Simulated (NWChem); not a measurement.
Correlation energy of iodine (I2)

SMILES: II
```xyz
2

I      0.0000     0.0000     1.3412
I      0.0000     0.0000    -1.3412
```
Charge 0, spin multiplicity 1.

Everything below was run with NWChem. The geometry was optimised at PBE0/def2-SVP with def2 effective core potentials on I, a minimum by its harmonic frequencies.

Basis set: def2-SVP. Each correlation energy counts from its own Hartree-Fock reference.

Effective core potentials replace the inner electrons of I; spin-orbit coupling is left out. The correlated methods keep 8 core orbitals frozen. Coupled-cluster values serve here as a point of comparison, not as the truth.

| method | correlation energy (mHa) |
|---|---|
| MP2 | -234.0 |
| SCS-MP2 | ? |
| CCSD | ? |
| CCSD+T(CCSD) | -255.7 |
| CCSD(T) | -255.6 |
| CR-CCSD[T] | -254.6 |
| CR-CCSD(T) | -254.5 |

Problem. Some entries are withheld; supply them.

Solution. 
- SCS-MP2, correlation energy (mHa): -219.4
- CCSD, correlation energy (mHa): -249.9
